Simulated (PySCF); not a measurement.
Species: C4H9NOSi.
Atom-mapped SMILES: `[H]/[N:1]=[CH:2]\[Si@@H:3]1[CH2:4][CH2:5][CH2:6][O:7]1` (hydrogens: H8 on N1; H9 on C2; H10 on Si3; H11, H12 on C4; H13, H14 on C5; H15, H16 on C6)

The geometry is computed with GFN2-xTB (gas phase).

Q: List the bond lengths, angles and torsions at this level.

A: 
```
   bond  length (bohr)
  N1=C2          2.376
 C2–Si3          3.590
 Si3–C4          3.600
  C4–C5          2.886
  C5–C6          2.890
  C6–O7          2.662
 Si3–O7          3.087
  N1–H8          1.928
  C2–H9          2.060
Si3–H10          2.770
 C4–H11          2.053
 C4–H12          2.061
 C5–H13          2.060
 C5–H14          2.062
 C6–H15          2.070
 C6–H16          2.066
```

A selection of angles:
```
     angle  degrees
  C2–N1–H8    114.7
 N1–C2–Si3    127.4
  N1–C2–H9    114.1
 Si3–C2–H9    118.4
 C2–Si3–C4    115.7
 C2–Si3–O7    110.1
C2–Si3–H10    111.4
 C4–Si3–O7     94.7
C4–Si3–H10    113.3
O7–Si3–H10    110.4
 Si3–C4–C5     99.9
Si3–C4–H11    116.2
Si3–C4–H12    111.6
 C5–C4–H11    111.2
 C5–C4–H12    110.2
H11–C4–H12    107.5
  C4–C5–C6    107.2
 C4–C5–H13    112.8
 C4–C5–H14    109.0
 C6–C5–H13    110.6
 C6–C5–H14    108.6
H13–C5–H14    108.5
  C5–C6–O7    109.8
 C5–C6–H15    110.7
 C5–C6–H16    111.8
 O7–C6–H15    108.0
 O7–C6–H16    108.0
H15–C6–H16    108.5
 Si3–O7–C6    114.6
```

Torsions: N1–C2–Si3–C4 -114° (anticlinal); C2–Si3–C4–C5 -140° (anticlinal); Si3–C4–C5–C6 36° (synclinal); C4–C5–C6–O7 -36° (synclinal); C5–C6–O7–Si3 16° (synperiplanar); C2–Si3–O7–C6 126° (anticlinal); H8–N1–C2–Si3 0° (synperiplanar).

O7 (silyl ether oxygen) is bent (angle 114.6°). Si3 (oxygen-bound silicon) has angles from 94.7° to 115.7°. The 5-membered ring Si3–C4–C5–C6–O7 has internal angles of 94.7° to 114.6° (sum 526°, against 540° for a flat polygon); it is puckered, 0.17 Å rms from its mean plane, widest ring torsion 36°.

Point group: C1 (no symmetry element, even within 0.4 Å). Whether it is a minimum is left open (no frequencies). The numbers are those of one conformer.
